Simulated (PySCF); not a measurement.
CHS2, SMILES [SH+]=C=S, charge +1. Atoms are numbered in the order given.

```xyz
4

S      0.0003     1.6029     0.0000
C      0.0224     0.1017     0.0000
S     -0.0874    -1.5336     0.0000
H      1.2589    -1.7203     0.0000
```
Charge +1, spin multiplicity 1.

Geometry optimised at B3LYP-D3(BJ)/def2-TZVP. The isomer is the one that the SMILES or the coordinates give; other isomers of the formula were not compared.

These are PySCF with B3LYP/pcSseg-2 values and carry that method's errors.

GIAO shieldings, no solvent; atoms alike by connectivity are averaged. δ = σ(ref) − σ: ³³S against H2S (σ = 688.9 ppm); ¹³C against TMS (σ = 181.3 ppm); ¹H against TMS (σ = 31.68 ppm), references at their B3LYP-D3(BJ)/def2-TZVP geometries, non-relativistic.

| nucleus | atoms | count | δ (ppm) |
|---|---|---|---|
| ³³S | S1 | 1 | 498.8 |
| ³³S | S3 | 1 | 230.9 |
| ¹³C | C2 | 1 | 219.1 |
| ¹H | H4 | 1 | 6.53 |
